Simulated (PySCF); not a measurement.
Multinuclear NMR of CH$_{10}$OSi$_{3}$

Bonds (- single, = double, # triple, : aromatic): C1-O2 1.393 Å, O2-Si3 1.625 Å, Si3-Si4 2.301 Å, Si4-Si5 2.310 Å. C1 carries H6, H7, H8; Si3 carries H9, H10; Si4 carries H11, H12; Si5 carries H13, H14, H15.

PySCF 2.14.0 with density-fitted response routines calculation with shielding tensors at PBE0/pcSseg-1 (GIAO) and geometry: GFN2-xTB; one computed conformer, one averaged value for each set of equivalent atoms, non-relativistic Hamiltonian, no solvent.

Question: Predict the ²⁹Si NMR data.

Answer: 
```json
{"atoms": "Si3", "environment": "silicon bonded to O, Si, 2 H", "σ (ppm)": "370.7", "δ (ppm)": "-24.7"}
{"atoms": "Si5", "environment": "silicon bonded to Si, 3 H", "σ (ppm)": "471.2", "δ (ppm)": "-107.4"}
{"atoms": "Si4", "environment": "silicon bonded to 2 Si, 2 H", "σ (ppm)": "476.6", "δ (ppm)": "-111.7"}
```

Shieldings were converted by a linear fit to measured shifts: ²⁹Si (scatter 8.9 ppm rms, 25.8 ppm with the 6 outliers that the fit left out vs TMS, solution or neat liquid). Occasional misses reach two or three times the rms, and more in compound classes unlike the fitted ones.

On a 400 MHz spectrometer ²⁹Si resonates near 79.5 MHz, so 1 ppm is 79.5 Hz.

Question: Where does ¹⁷O resonate?

Answer: 
```csv
atoms,environment,σ (ppm),δ (ppm)
O2,"oxygen bonded to C, Si",347.9,-50.2
```

Shieldings were converted by a linear fit to measured shifts: ¹⁷O (scatter 10.7 ppm rms, 12.2 ppm with the 3 outliers that the fit left out vs liquid water, solution or neat liquid). A few per cent of atoms miss by over 2 rms, more outside the fitted compound classes.

On a 500 MHz spectrometer ¹⁷O resonates near 67.8 MHz, so 1 ppm is 67.8 Hz.
